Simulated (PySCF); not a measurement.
EPR parameters of C4H12PSi2

Compound: C₄H₁₂PSi₂ (doublet state).
Z-matrix (Å and degrees, GFN2-xTB geometry), rows numbered from 1:
```
C 
C   1  1.3219
C   2  1.4864  1  124.94
C   3  1.5254  2  111.15  1  -138.29
Si  3  1.9224  2  107.98  1    98.92
Si  5  2.3159  3  106.89  2  -170.89
P   6  2.2370  5  112.63  3   179.88
H   1  1.0766  2  122.25  3  -178.35
H   1  1.0781  2  121.52  3     1.62
H   2  1.0826  1  119.89  3   178.44
H   3  1.0939  2  108.77  1   -18.54
H   4  1.0884  3  110.66  2   -60.44
H   4  1.0895  3  110.54  2    59.13
H   4  1.0885  3  110.93  2   179.19
H   5  1.4722  3  107.40  2   -53.32
H   5  1.4753  3  106.79  2    58.88
H   6  1.4826  5  116.65  3   -63.25
H   7  1.3825  6   95.56  5   -60.51
H   7  1.3819  6   96.47  5  -153.61
```

The hyperfine couplings belong to this conformer and change with its torsions.

As a line formula: `C=C[C@H](C)[SiH2][SiH]P` [radical].

Theory: UKS B3LYP, pcH-1 on C H P Si, non-relativistic, mean-field spin-orbit, GIAO in PySCF. The structure is a single GFN2-xTB conformer in the gas phase; no vibrational or solvent corrections. A GFN2-xTB geometry isn't a minimum of the functional, and hyperfine couplings can be far from their values at a DFT geometry, by a factor of two or more for some ions and for spin on atoms past the first row. No stability test was run, so a lower SCF solution isn't excluded.

```json
{
  "g1, g2, g3": "2.00173, 2.00481, 2.00872",
  "g_iso": "2.00509",
  "Form of g": "rhombic: the two nearest values differ by 44 % of g3 − g1",
  "⟨S²⟩": "0.7526 (exact 0.7500)",
  "HOMO–LUMO gap, α and β orbitals": "5.13, 3.56 eV",
  "Total energy": "-1079.97610 Eh"
}
```

Hyperfine couplings atom by atom, in 10⁻⁴ cm⁻¹; T1 to T3 are the principal values of the dipolar part (1 × 10⁻⁴ cm⁻¹ = 2.998 MHz):

```csv
atom,isotope,a_iso,of which spin–orbit,T1,T2,T3,Mulliken spin population
C1,13C,0.0,0.0,-0.1,0.0,0.1,0.00
C2,13C,-0.2,0.0,-0.1,0.0,0.1,0.00
C3,13C,0.1,0.0,-0.2,-0.1,0.2,0.00
C4,13C,0.1,0.0,-0.1,-0.1,0.2,0.00
Si5,29Si,-12.3,0.0,-3.4,1.2,2.2,0.02
Si6,29Si,-128.4,0.2,-52.0,26.0,26.0,0.85
P7,31P,23.5,-0.1,-16.8,-14.0,30.8,0.08
H8,1H,0.0,0.0,-0.1,-0.1,0.2,0.00
H9,1H,0.0,0.0,-0.2,-0.1,0.3,0.00
H10,1H,0.3,0.0,-0.2,-0.1,0.3,0.00
H11,1H,0.1,0.0,-0.7,-0.4,1.1,0.00
H12,1H,0.0,0.0,-0.3,-0.2,0.5,0.00
H13,1H,0.2,0.0,-0.2,-0.2,0.4,0.00
H14,1H,0.1,0.0,-0.6,-0.4,1.0,0.00
H15,1H,-1.5,0.0,-0.8,-0.4,1.1,0.00
H16,1H,21.4,0.0,-0.7,-0.1,0.8,0.03
H17,1H,10.3,0.0,-2.9,0.5,2.4,0.00
H18,1H,3.8,0.0,-1.0,-0.1,1.1,0.00
H19,1H,15.0,0.0,-1.1,-0.2,1.3,0.01
```

The Mulliken spin populations are largest on Si6 (+0.85) and P7 (+0.08). No atom but Si6 exceeds +0.15. The angles at Si6 add up to 330.8°, so it is pyramidal.

Under fast tumbling the dipolar parts average out, and these isotropic splittings remain: 1 × 31P (P7, I = 1/2, 2 lines) with 2.51 mT, 1 × 1H (H16, I = 1/2, 2 lines) with 2.29 mT, 1 × 1H (H17, I = 1/2, 2 lines) with 1.10 mT, 2 × 1H (H18/H19, I = 1/2, 3 lines) with 1.00 mT, 1 × 1H (H15, I = 1/2, 2 lines) with 0.16 mT and 1 × 1H (H10, I = 1/2, 2 lines) with 0.04 mT.

Class means assume fast exchange of nuclei equivalent by connectivity; if that motion is slow, each nucleus keeps its own coupling. The 1H value of +28.1 MHz is a mean of couplings from 11.3 to 44.8 MHz in this one geometry, not an average over conformers.

The 29Si coupling of Si6 (-384.9 MHz) shows only in satellite lines or after enrichment, since that isotope makes up about 4.7 % of natural silicon.
